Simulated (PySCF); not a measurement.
**Si3H8O2**

The system: Si3H8O2, a small molecule; neutral, singlet. The structure, one conformer, was relaxed in the gas phase by PBE0-D3(BJ)/def2-SVP. No frequency run checks that it is a minimum.

SMILES: [SiH3]O[SiH2]O[SiH3]

Coordinates in Å:
```
Si1     2.108   -0.119   -0.593
O2      1.191   -0.939    0.519
Si3    -0.282   -1.176    1.222
O4     -1.397   -0.124    0.614
Si5    -1.864    1.088   -0.413
H6      3.517   -0.587   -0.482
H7      2.045    1.351   -0.330
H8      1.600   -0.378   -1.974
H9     -0.155   -0.937    2.683
H10    -0.728   -2.564    0.931
H11    -3.323    1.328   -0.233
H12    -1.593    0.698   -1.829
H13    -1.110    2.341   -0.107
```

Shieldings: GIAO PBE0/pcSseg-1. Shifts are against computed references at the same level: H TMS (σ 31.27 ppm), Si TMS (σ 352.0 ppm). Core levels by delta-SCF with SCAN, pcX-2 on the ionised atom and pcseg-1 elsewhere, spin-free X2C (2p3/2 is the spin-free 2p value less a third of a first-order spin-orbit splitting); from the vacuum level, for chosen atoms.

Q: Give the NMR and core-level values of the distinct atoms.

A: 
```
      atoms  bonded to  σ (ppm)  δ (ppm)  core level (eV)
        Si1  1 O + 3 H    391.9    -39.9     2p3/2 107.69
         O2       2 Si    294.5        -        1s 538.00
        Si3  2 O + 2 H    391.1    -39.1     2p3/2 108.02
         O4       2 Si    295.3        -        1s 538.01
        Si5  1 O + 3 H    392.0    -40.0     2p3/2 107.70
   H6 H7 H8       1 Si    26.13     5.13                -
         H9       1 Si    26.36     4.91                -
        H10       1 Si    26.35     4.92                -
H11 H12 H13       1 Si    26.12     5.15                -
```

Values are those of this one static structure, with the three H of a rotating XH3 group averaged; atoms that internal rotation interchanges would show their mean in an NMR spectrum.

Q: Which of Si1, Si3, Si5 holds its core electrons tightest, and by how much against the loosest?

A: Si3 (bonded to 2 O + 2 H), by 0.33 eV over Si1 (bonded to 1 O + 3 H).

Q: By CAM-B3LYP/def2-SVPD (TDDFT singlets, Tamm-Dancoff triplets, ionisation by delta-SCF), where does absorption start, and what does vertical ionisation take?

A: The lowest singlet lies at 7.32 eV (f 0.005), the strongest of the first 6 at 8.17 eV (f 0.094), the lowest triplet at 7.02 eV; vertical ionisation takes 10.62 eV.

The 3 runs behind this took 2.5 min in all, one thread each of AMD EPYC 7R43 64-Core on a shared host, launched as `OMP_NUM_THREADS=1 python cluster_run.py task.json out`.
